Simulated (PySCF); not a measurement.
Te(NH2)(GeH3) (GeH5NTe), SMILES N[Te][GeH3]. Heavy atoms are numbered as in [Te:1]([NH2:2])[GeH3:5]. Hydrogens are named by the atom that carries them.

The structure is a stationary point at PBE-D3(BJ)/def2-SVP. This is a generated structure with no PubChem entry under its InChIKey; it may be hypothetical. The def2 effective core potentials stand for the cores of Te; spin–orbit coupling is left out. One conformer was computed; it need not be the lowest.

Method: PBE/def2-TZVPD (PySCF).

Mulliken values depend strongly on the basis, most of all with diffuse functions as here. ESP charges are fitted to the potential on shells at 1.4 to 2.0 van der Waals radii. Atomic charges (e), one atom of each kind:

| atom | Mulliken | ESP fit |
|---|---|---|
| Te1 | 0.06 | -0.02 |
| N2 (NH2) | -0.60 | -0.65 |
| H on N2 | 0.24 | 0.31 |
| Ge5 (GeH3) | -0.16 | 0.01 |
| H on Ge5 | 0.07 | 0.02 |
